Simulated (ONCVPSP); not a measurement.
**Ba: one change to an ONCV potential, before and after**

ONCVPSP 4.0.1 input, shortened (lines: element, Z, core and valence counts, functional; n l f; lmax; l rc ep ncon nbas qcut; lloc lpopt rc5 dvloc0; l nproj debl; icmod fcfact rcfact), LDA (Perdew-Wang 92), fully relativistic:

```
  Ba 56.00    9    3  -001012      upf
    1    0    2.00
    2    0    2.00
    2    1    6.00
    3    0    2.00
    3    1    6.00
    3    2   10.00
    4    0    2.00
    4    1    6.00
    4    2   10.00
    5    0    2.00
    5    1    6.00
    6    0    1.00
    2
    0    2.95    0.00    4    8    3.20
    1    2.00    0.00    4    8    4.60
    2    2.90    0.21    5    9    2.90
    4    5    1.45    0.00
    0    2    1.40
    1    2    2.80
    2    2    0.60
    3    3.50    1.10
```

Open shells are filled in proportion to 2j + 1.

In the d channel the program set the typed energies aside and used 0.050, 0.650 Ha (j = l + 1/2; the other j can differ).

All-electron outer shells of the reference configuration (LDA (PZ), scalar-relativistic, ld1.x):

```csv
shell,level (eV),outermost node (bohr),outermost maximum (bohr)
5s,-39.54,0.80,1.47
5p,-24.49,0.86,1.67
6s,-7.82,1.95,3.81
```

Change: core [Xe], valence charge 2; reference 5d1 6s1; waves now 6s: rc 4.00 bohr, ncon 4, nbas 9, qcut 1.3 1/bohr, 2 projectors, debl 2.4 Ha; p scattering state at 0.19 Ha: rc 3.90 bohr, ncon 3, nbas 6, qcut 2.3 1/bohr, 2 projectors, debl 0.3 Ha; 5d: rc 3.40 bohr, ncon 4, nbas 8, qcut 2.4 1/bohr, 2 projectors, debl 2 Ha; local potential polynomial inside 2.90 bohr (lpopt 5, dvloc0 -1 Ha). In the p channel the program set the typed energies aside and used 0.050, 0.350 Ha (j = l + 1/2; the other j can differ).

Cutoffs: the cutoffs (Ha) at which the residual kinetic energy of the hardest occupied pseudo-wave falls to 1 and 0.1 mHa per electron; they do not see the model core or the augmentation charge, which bear on the density cutoff. Errors are all-electron minus pseudo energies relative to the spin-unpolarised reference configuration.

Question: What does the change do?

Answer: The potential gets softer (10 Ha and 43 Ha → 8.7 Ha and 19 Ha); the bound ghosts move from s to p; the lowest positive-energy flag moves from p3/2 at 128.8 eV to s at 12.9 eV. The shells moved into the core no longer need plane waves of their own. Several settings change at once here, so the effects cannot be laid on one of them.

```tsv
quantity	base	changed
cutoff, loose	10 Ha	8.7 Ha
cutoff, tight	43 Ha	19 Ha
bound ghosts	s	p3/2, p1/2
GHOST(+) flags under 300 eV	p3/2 at 128.8 eV, p1/2 at 133.7 eV	s at 12.9 eV, s at 81.9 eV, d3/2 at 103.8 eV
largest error over its own tests, meV	-2.2	+75
rms error of d²Exc/dni dnj with the model core, mHa	5.16	10.32
```

Changed file: These tests converged, but a pseudo level misses the all-electron one widely, so the file describes the atom poorly there or has found another state: 5d0 6s1 6p1: empty 5d by 4.3 eV. A true bound ghost makes a file unfit for plane-wave use even where its test errors are small: the radial tests pick states by their node count and pass the ghost by.
